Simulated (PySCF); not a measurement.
## Bond curve of SrH

Set-up: Sr def2-TZVPP with ECP28, H def2-TZVPP; scalar-relativistic core potentials (PySCF 2.14). Energies in eV from Sr + H in their ground configurations at the same level. All curves are PBE0. state 1: ²Σ⁺ (doublet), unpaired electrons σ ↑; state 2: ²Π (doublet), unpaired electrons π ↑, a second solution, started from another occupation; state 3: quartet, unpaired electrons σ ↑↑, π ↑, a second solution, started from another occupation.

| R (Å) | state 1 | state 2 | state 3 |
| --- | --- | --- | --- |
| 1.835 | -1.475 | -0.0478 | 2.6612 |
| 1.921 | -1.650 | -0.2154 | 2.4245 |
| 2.006 | -1.751 | -0.3085 | 2.2420 |
| 2.070 | -1.789 | -0.3394 | 2.1338 |
| 2.134 | -1.800 | -0.3433 | 2.0456 |
| 2.198 | -1.789 | -0.3252 | 1.9738 |
| 2.283 | -1.748 | -0.2736 | 1.8989 |
| 2.390 | -1.663 | -0.1762 | 1.8308 |
| 2.518 | -1.529 | -0.0264 | 1.7757 |
| 2.689 | -1.320 | 0.2050 | 1.7309 |

Task: Put a parabola through the three lowest points of the state 1 curve and estimate Re, k and ωe (reduced mass 0.9964 u; 1 eV/Å² = 0.16022 mdyn/Å; ωe = 1302.8·√(k/μ) cm⁻¹).

Result: Through R = 2.07, 2.134, 2.198 Å the second-order coefficient is 2.69 eV/Å², so Re ≈ 2.134 Å, k ≈ 0.861 mdyn/Å and ωe ≈ 1211 cm⁻¹. A polynomial fit of higher order to the unrounded PBE0 energies gives Re = 2.133 Å, k = 0.855 mdyn/Å, ωe = 1207 cm⁻¹; anharmonicity and rounding make the difference.

The higher-order fit for each curve: state 1: Re = 2.133 Å, ωe = 1207 cm⁻¹, De = 1.80 eV; state 2: Re = 2.112 Å, ωe = 1253 cm⁻¹, minimum 0.345 eV below the ground-state fragments. State 3 gave no clean fit.

Spin–orbit coupling is left out. Counting both spins, an empty level lies below a filled one in some of these solutions, because spin and occupation are held. The state is the lowest determinant that a PBE0 search found; another state may lie lower at other levels.
